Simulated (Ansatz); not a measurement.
C2H6BBrO, SMILES `CCB(O)Br`, 11 atoms. The species carries charge 0 and has multiplicity 1. Correlated methods include outer-core shells of Br, which these sets cover unevenly. Scalar relativity is left out up to krypton. All runs use 4 threads of an Arm Neoverse V2 on a shared host. Correlated methods freeze the cores.

Q: How many basis functions does each run have, and how long does it take in Ansatz? RKS ωB97M-V/def2-SVP energy; RHF-CCSD(T)/def2-SVP energy; RKS SPW92 (LDA)/def2-TZVPP energy; RHF-CCSD(T)/def2-TZVPP energy; RKS PBE0-D4/def2-TZVPP energy; RKS BHLYP-D4/def2-TZVPP energy; RKS PBE0-D4/def2-SVP energy; RKS ωB97M-V/def2-QZVPP energy; RKS PBE0-D4/def2-QZVPP energy; RHF-MP2/def2-QZVPP energy; RKS PBE0-D4/def2-TZVP relaxation (15 steps); RKS B3LYP-D4/def2-TZVPP energy and forces. (Best estimate.)

A: The calculation gave: Other jobs shared the machine, so times are rough.

```tsv
level	job	functions	wall time	peak host memory (GiB)
RKS PBE0-D4/def2-SVP	energy	118	1.2 s	0.49
RKS SPW92 (LDA)/def2-TZVPP	energy	256	1.2 s	0.33
RKS PBE0-D4/def2-TZVPP	energy	256	3 s	0.7
RKS BHLYP-D4/def2-TZVPP	energy	256	3.2 s	0.74
RKS B3LYP-D4/def2-TZVPP	energy and forces	256	4.3 s	0.77
RKS ωB97M-V/def2-SVP	energy	118	4.4 s	0.49
RKS PBE0-D4/def2-QZVPP	energy	497	8 s	2
RHF-CCSD(T)/def2-SVP	energy	118	9 s	0.68
RKS ωB97M-V/def2-QZVPP	energy	497	19 s	2.4
RHF-MP2/def2-QZVPP	energy	497	23 s	3.5
RKS PBE0-D4/def2-TZVP	relaxation (15 steps)	208	50 s	0.59
RHF-CCSD(T)/def2-TZVPP	energy	256	3.7 min	6.2
```

B3LYP here is the variant with VWN-RPA as its local correlation; programs differ in this.
